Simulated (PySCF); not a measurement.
**Distorted geometries of Lu(SH)3**

Lu(SH)3 (singlet in the valence; each metal's 4f electrons, 14 of them, lie in its core potential, out of spins and levels). PySCF 2.14.0, RKS BP86, Lu lcecp-1-SVP with ECP60, S def2-SVP, H def2-SVP; non-relativistic Hamiltonian with scalar-relativistic core potentials where named; density fitting; no spin-orbit coupling. Relaxed geometry:

```xyz
7

Lu    0.0000    0.0000    0.9042
S     2.4966   -0.4310    0.9191
H     2.7866    0.9057    0.9094
S    -0.8751    2.3776    0.9191
H    -2.1777    1.9604    0.9094
S    -1.6215   -1.9466    0.9191
H    -0.6089   -2.8661    0.9094
```

Question: Order these distorted geometries by energy above the relaxed one, lowest first.
A.
```xyz
7

Lu    0.0076   -0.0008    0.9647
S     2.4385   -0.4945    0.9150
H     2.7469    0.8309    0.8594
S    -0.8440    2.4165    0.9970
H    -2.0959    1.9859    0.8694
S    -1.6833   -1.8404    0.8610
H    -0.5698   -2.8975    0.9234
```
B.
```xyz
7

Lu   -0.2070   -0.0411    0.8475
S     2.5800   -0.4315    0.8696
H     2.9546    0.8426    0.8423
S    -1.0177    2.3050    0.9690
H    -2.1040    1.9947    0.9157
S    -1.7304   -1.9156    1.0469
H    -0.4756   -2.7542    0.8989
```
C.
```xyz
7

Lu    0.0247   -0.0085    0.9094
S     2.4981   -0.4418    0.9432
H     2.7583    0.9461    0.8935
S    -0.8122    2.3369    0.8927
H    -2.1811    2.0029    0.9222
S    -1.6258   -1.9828    0.9141
H    -0.6619   -2.8528    0.9148
```

Answer: C (0.13 eV), A (0.30 eV), B (1.63 eV).

Question: Which forces (eV/Å) act in the one that lies 0.13 eV up?

Answer: 
```
Lu  -0.37 -0.69  0.00
S    0.39  0.92 -0.04
H   -0.16 -0.93  0.04
S   -0.99  0.28  0.02
H    0.90  0.16 -0.02
S   -1.23  1.61  0.00
H    1.46 -1.36  0.00
```
Forces carry noise of the integration grid, about 0.01 to 0.03 eV/Å.

An lcecp potential fixes the number of 4f electrons, so in runs with it no electron can move into or out of that shell.
